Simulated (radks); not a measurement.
Task: V+, 22 electrons, occupied as [Ar] 3d4 (the NIST ground configuration). Method: Dirac Kohn-Sham, PBE, spin-unpolarised, spherical densities, finite nucleus; open shells are shared between the two j in proportion to 2j + 1; Fermi nuclear charge, rms radius 3.6002 fm; computed with a radial shooting solver on a logarithmic mesh with Libxc functionals. Some entries of the table are withheld. Estimate them.

orbital  occ.  eigenvalue (eV)  <r^2> (bohr^2)  <r> (bohr)
1s1/2       2        -5366.815        0.005936     0.06644
2s1/2       2        -604.7712             (1)      0.3080
2p1/2       2        -510.1189         0.09135      0.2721
2p3/2       4        -503.0138         0.09309      0.2749
3s1/2       2         -73.1708           1.055      0.9555
3p1/2       2              (2)           1.239       1.024
3p3/2       4              (3)           1.261       1.033
3d3/2     1.6          -9.0231           3.264       1.549
3d5/2     2.4          -8.9649           3.294       1.556

Result: 
(1) 2s1/2 <r^2> (bohr^2): 0.1122
(2) 3p1/2 eigenvalue (eV): -47.7160
(3) 3p3/2 eigenvalue (eV): -46.9051
